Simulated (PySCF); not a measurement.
**Spinor energies of W⁶²⁺ (tungsten, charge +62)**

Start: [Ne] 3s2. Calculated with PySCF 2.14 in an even-tempered Gaussian basis (18 s from 20 bohr⁻², ratio 2.4; 14 p from 26 bohr⁻², ratio 2.4; 4 d from 84 bohr⁻², ratio 2.6; 4 f from 130 bohr⁻², ratio 2.6): generalised Hartree-Fock with the X2C-1e Hamiltonian and a Gaussian nucleus; one run each with spin-orbit coupling (SO) switched off, then screened by Boettger's factors.

| spinor shell | electrons | ε, spin-free (eV) | ε, screened SO (eV) | weight of nominal j (screened SO) | rms radius, screened SO (bohr) |
| --- | --- | --- | --- | --- | --- |
| 1s1/2 | 2 | -75181.1 | -75165.4 | 1.000 | 0.0207 |
| 2s1/2 | 2 | -17182.6 | -17178.8 | 1.000 | 0.0824 |
| 2p1/2 | 2 | -15684.3 | -16682.5 | 1.000 | 0.0700 |
| 3s1/2 | 2 | -7003.8 | -7003.1 | 1.000 | 0.197 |

(1) Where does 2p3/2 lie, and what is the 2p spin-orbit splitting (screened SO)?

```csv
quantity,spin-free,screened SO
E (hartree),-11572.68147,-11587.74793
M_J,0,0
⟨J²⟩,0.000,0.000
⟨L²⟩,0.000,0.034
⟨S²⟩,0.000,0.034
```

Breit and QED terms are absent; they matter most for the inner s and p1/2 levels.

Densities and radii are taken from the X2C orbitals without a picture-change correction, which distorts them close to the nucleus.

Without spin-orbit coupling the j labels of p, d and f shells carry no meaning; the spin-free column gives the mean over the occupied spinors of each nl shell.

Answers

(1) At -15283.3 eV, 1399.2 eV above 2p1/2.
